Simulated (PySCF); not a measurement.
Te(F)(SiH3), SMILES F[Te][SiH3], singlet, CAM-B3LYP/def2-SVP optimised geometry.

```
6

Te    -0.22    -1.52     0.00
F      1.73    -1.52     0.00
Si    -0.28     0.99     0.00
H      0.39     1.52    -1.21
H      0.37     1.52     1.22
H     -1.73     1.33    -0.01
```

Density from CAM-B3LYP/def2-TZVP, def2 effective core potentials past Kr run with PySCF at that geometry. The core electrons that the potentials of Te replace are not part of the density.

Minimum of the electron density along straight lines between bonded atoms, close to the bond critical point (lines longer than 1.1 times the sum of covalent radii, or with two minima, are not listed):

```tsv
bond	length / Å	ρ at the minimum / e bohr⁻³	∇²ρ there / e bohr⁻⁵	position (fraction from the first atom)
Te1–F2	1.954	0.118	0.41	0.51
Te1–Si3	2.508	0.084	-0.13	0.63
Si3–H4	1.484	0.123	0.14	0.49
Si3–H5	1.484	0.123	0.14	0.49
Si3–H6	1.489	0.121	0.14	0.49
```
